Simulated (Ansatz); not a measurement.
Reaction (cleavage of the Si–In bond): `[SiH3][SiH2][InH2]` + `[NH2][AlH][OH]` → `[NH2][AlH][O][SiH2][SiH3]` + `[InH3]`

Calculated with Ansatz (gas phase, PBE0-D4/def2-TZVP geometries, no zero-point term in ΔE). CCSD(T)/CBS adds triple-zeta CCSD(T) − MP2 to the extrapolated MP2 energy (def2 sets, frozen cores). This one scheme is used for every species. DFT in def2-TZVPP. B3LYP here is the variant with VWN-RPA as its local correlation; programs differ in this. def2 core potentials past Kr. For In outer-core shells are correlated without core-valence functions, which leaves a few kJ/mol of doubt a bond. Each species was taken in one conformer, which may not be the lowest.

```json
{"level": "PBE-D4", "ΔE (kcal/mol)": "-10.7", "difference from CCSD(T)/CBS": "3.5"}
{"level": "r2SCAN-D4", "ΔE (kcal/mol)": "-14.5", "difference from CCSD(T)/CBS": "-0.3"}
{"level": "PBE0-D4", "ΔE (kcal/mol)": "-12.3", "difference from CCSD(T)/CBS": "1.9"}
{"level": "ωB97X-V", "ΔE (kcal/mol)": "-16.2", "difference from CCSD(T)/CBS": "-2.0"}
{"level": "ωB97M-V", "ΔE (kcal/mol)": "-16.0", "difference from CCSD(T)/CBS": "-1.8"}
{"level": "B2PLYP", "ΔE (kcal/mol)": "-15.6", "difference from CCSD(T)/CBS": "-1.4"}
{"level": "PBE", "ΔE (kcal/mol)": "-9.9", "difference from CCSD(T)/CBS": "4.3"}
{"level": "r2SCAN", "ΔE (kcal/mol)": "-14.1", "difference from CCSD(T)/CBS": "0.1"}
{"level": "B3LYP", "ΔE (kcal/mol)": "-15.2", "difference from CCSD(T)/CBS": "-1.0"}
{"level": "HF/def2-TZVPP", "ΔE (kcal/mol)": "-21.5", "difference from CCSD(T)/CBS": "-7.3"}
{"level": "MP2/def2-TZVPP", "ΔE (kcal/mol)": "-14.7", "difference from CCSD(T)/CBS": "-0.5"}
{"level": "SCS-MP2/def2-TZVPP", "ΔE (kcal/mol)": "-16.6", "difference from CCSD(T)/CBS": "-2.4"}
{"level": "CCSD(T)/def2-TZVPP", "ΔE (kcal/mol)": "-15.1", "difference from CCSD(T)/CBS": "-0.9"}
{"level": "HF/def2-QZVPP", "ΔE (kcal/mol)": "-22.0", "difference from CCSD(T)/CBS": "-7.8"}
{"level": "HF/CBS(def2)", "ΔE (kcal/mol)": "-22.1", "difference from CCSD(T)/CBS": "-7.9"}
{"level": "MP2/CBS(def2)", "ΔE (kcal/mol)": "-13.8", "difference from CCSD(T)/CBS": "0.4"}
{"level": "CCSD(T)/CBS", "ΔE (kcal/mol)": "-14.2", "difference from CCSD(T)/CBS": "0"}
```

Largest T1 diagnostic among the species: 0.014.

The D4 term adds −1.2 kcal/mol with B3LYP and −0.7 kcal/mol with PBE0; it sums over pairs of atoms, weighted by their polarisabilities, and B3LYP, whose exchange is more repulsive, gets the larger term. In def2-TZVPP, CCSD(T) changes the Hartree–Fock value by +6.4 kcal/mol (the triples alone add +0.8 kcal/mol) and MP2 by +6.8 kcal/mol.
